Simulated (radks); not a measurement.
Results of a calculation; reference values are marked as such.
Q: The mean radii <r> (bohr) of the occupied orbitals of an atom or ion are listed with their occupations. Level of theory: non-relativistic Kohn-Sham, PBE, spin-polarised, spherical densities, point nucleus (a radial shooting solver on a logarithmic mesh with Libxc functionals).

| orbital | occ. | <r> |
|---|---|---|
| 1s up | 1 | 0.1172 |
| 2s up | 1 | 0.5654 |
| 2s down | 1 | 0.5737 |
| 2p up | 3 | 0.5081 |
| 2p down | 2 | 0.5184 |
| 3s up | 1 | 1.680 |

Name the element and its charge. Open shells, if any, are filled with parallel spins first.

A: Z = 13, aluminium, charge +4: Al4+ in 1s1 2s2 2p5 3s1. The 1s radius gives Z: for a bare nucleus <r> = 1.5/Z, 0.1154 bohr for Z = 13, and screening makes it slightly larger (0.1172 here). The occupations add up to 9, and the charge is Z minus that.
